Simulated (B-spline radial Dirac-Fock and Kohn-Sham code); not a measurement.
Relativistic shifts of the levels of Bi³⁸⁺

System: the Bi³⁸⁺ ion, configuration [Kr] 4d9.

Both columns are ΔSCF binding energies of the configuration average from a radial atomic solver: non-relativistic Hartree-Fock with a point nucleus, and Dirac-Fock with a finite nucleus and the Coulomb interaction alone, averaged over the two j levels with weights 2j+1.

```
shell  Hartree-Fock (eV)  Dirac-Fock (eV)  shift (eV)  shift (%)
   1s            83166.8          92665.8    +9498.99     +11.42
   2s            15524.4          18097.1    +2572.71     +16.57
   2p            14991.3          15867.8     +876.48      +5.85
   3s             4969.9           5635.7     +665.76     +13.40
   3p             4719.6           4976.7     +257.08      +5.45
   4s             2177.9           2390.1     +212.15      +9.74
   4p             2062.4           2147.9      +85.51      +4.15
   4d             1855.2           1857.5       +2.32      +0.13
```

Relativity binds 1s, 2s, 2p, 3s, 3p, 4s, 4p, 4d more strongly, among those listed most of all 2s in relative terms.

Values without a named source are computed, but for edge energies of neutral atoms, which are taken from tables.
